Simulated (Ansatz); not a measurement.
`N=C1O[CH]1[Zn][F]` + H₂ → `N=C1CO1` + `[F][ZnH]`  (hydrogenolysis of a C–Zn bond)

Computed with Ansatz on PBE0-D4/def2-TZVP structures; ΔE is electronic, products minus reactants. CCSD(T)/CBS adds triple-zeta CCSD(T) − MP2 to the extrapolated MP2 energy (def2 sets, frozen cores). This one scheme is used for every species. DFT in def2-TZVPP. B3LYP here is the variant with VWN-RPA as its local correlation; programs differ in this. For Zn outer-core shells are correlated without core-valence functions, which leaves a few kJ/mol of doubt a bond. Scalar relativity is left out up to krypton. Each species was taken in one conformer, which may not be the lowest.

CCSD(T)/CBS gives -35.4 kJ/mol.

Q: Another level gave -42.5 kJ/mol. Which?
A. ωB97M-V/def2-TZVPP
B. B3LYP/def2-TZVPP
C. BHLYP/def2-TZVPP
D. MP2/def2-TZVPP

A: A. ωB97M-V -42.5, BHLYP -53.7, MP2/def2-TZVPP -30.0, B3LYP -46.6 kJ/mol.

Q: What do rigid-rotor, harmonic-oscillator terms from PBE0-D4/def2-TZVP frequencies (298.15 K, 1 bar) make of the CCSD(T)/CBS value? (Estimate.)

A: The calculation gave: ΔZPE = +18.0 kJ/mol, ΔH = -23.2 kJ/mol, ΔS = 22 J/(mol·K), ΔG = -29.8 kJ/mol.

Largest T1 diagnostic among the species: 0.018.

From PBE to PBE0 (25 % exact exchange), in def2-TZVPP and without D4, ΔE moves by −7.0 kJ/mol. Leaving LDA and LC-ωPBE aside and taking each functional with its dispersion term where it has one, the values, not all of them listed here, spread over 20.0 kJ/mol, from B97M-V to revPBE-D4. In def2-TZVPP, CCSD(T) changes the Hartree–Fock value by +28.5 kJ/mol (the triples alone add +6.1 kJ/mol) and MP2 by +35.6 kJ/mol.

CCSD(T)/CBS has its own doubt, a few kJ/mol and more with outer-core shells, so smaller differences from it don't rank the levels.
